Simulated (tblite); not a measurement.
Compound: C₆H₈N (doublet state).
Geometry (GFN2-xTB, Å), atoms numbered from 1 in this order:
```xyz
15
C6H8N angstrom
C      1.1325    2.3451   -0.9408
C      0.7299    1.2392   -0.6656
C      0.3192   -0.0587   -0.3612
C     -1.0736   -0.4872   -0.7154
C     -1.9842   -0.4555    0.5166
N      1.1275   -0.9638    0.1654
C      2.1762   -0.7824    0.8782
H      1.4529    3.3165   -1.1746
H     -1.4778    0.1718   -1.4860
H     -1.0345   -1.5077   -1.1020
H     -1.5975   -1.1189    1.2868
H     -2.9885   -0.7768    0.2513
H     -2.0385    0.5525    0.9222
H      2.4391    0.1663    1.3421
H      2.8129   -1.6325    1.0609
```

The geometry is computed with GFN2-xTB (gas phase). This method treats the open shell by occupation alone, without spin polarisation.

Masses are those of the commonest isotopes; rigid-rotor values at the optimised geometry. The values belong to one conformer with, in the numbering `[CH:1]#[C:2][C:3]([CH2:4][CH3:5])[N:6]=[CH2:7]`, C2–C3–C4–C5 -101°, C2–C3–N6–C7 26°.

Give the principal moments of inertia and the rotational constants in GHz.

Ia = 161.93, Ib = 215.98, Ic = 338.41 u·Å²; 505379 MHz·u·Å²/I gives 3121, 2340 and 1493 MHz, that is A = 3.1209, B = 2.3399, C = 1.4934 GHz.

Classify the top.

An asymmetric top. Ray's parameter κ = (2B − A − C)/(A − C) = 0.040; −1 is the prolate and +1 the oblate limit.

Is it planar, by Δ = Ic − Ia − Ib?

Not planar: Δ = Ic − Ia − Ib = -39.50 u·Å². For a rigid frame Δ = −2 Σ m c², so Σ m c² = 19.75 u·Å² lies off the ab plane: 7.34 from hydrogen and 12.41 from heavier atoms. The atom farthest from that plane is 1.43 Å away.

Give the other two planar moments, Paa and Pbb, and the rms extents of the mass along the axes.

Paa = Σ m a² = (Ib + Ic − Ia)/2 = 196.23 and Pbb = Σ m b² = (Ia + Ic − Ib)/2 = 142.18 u·Å². With the mass M = 94.07 u, the rms extents √(P/M) along a, b and c are 1.44, 1.23, 0.46 Å.

Estimate the classical rotational partition function at 10 K, 50 K and 200 K.

Point group C1, symmetry number σ = 1; q = (√π/σ)·√((kT/h)³/(ABC)), k/h = 20836.6 MHz/K: 1610 at 10 K, 18000 at 50 K, 144000 at 200 K.

For this open shell read J as N, the rotation without spin; fine and hyperfine splittings come on top. Its lowest GFN2-xTB frequency is 16i cm⁻¹, too small to tell a flat minimum from a shallow saddle. Zero-point vibration and centrifugal distortion are left out.

Hardware: Arm Neoverse V2, one thread, no GPU, shared host with 96 logical CPUs at a one-minute load of 34. Cost: 0.24 s wall. That covers the optimisation of the geometry.
